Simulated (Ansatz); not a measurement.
A structure relaxed at r2SCAN-D4/def2-SVP in Ansatz, charge 0, singlet:

```xyz
4

Sc    1.096   -0.651   -0.556
Sc   -0.991    1.110   -1.065
N     0.309   -0.627    1.168
N    -0.414    0.168    0.452
```

Give its formula and point group.

Sc2N2. Point group Cs (tolerance 0.1 Å).

Summarise the bond lengths by kind (pairs closer than 1.2 times the sum of covalent radii, bridged metal pairs left out).

3 × N–Sc 1.88 to 1.99 Å; 1 × N–N 1.29 Å.

The restricted singlet is unstable towards broken spin symmetry in Hartree–Fock (as tested in another run); at r2SCAN-D4/def2-SVP this wasn't settled. No other spin state of charge 0 was run. Another isomer (singlet) lies 2.09 eV lower at PBE0-D4/def2-TZVP; other spin states weren't run for this one.
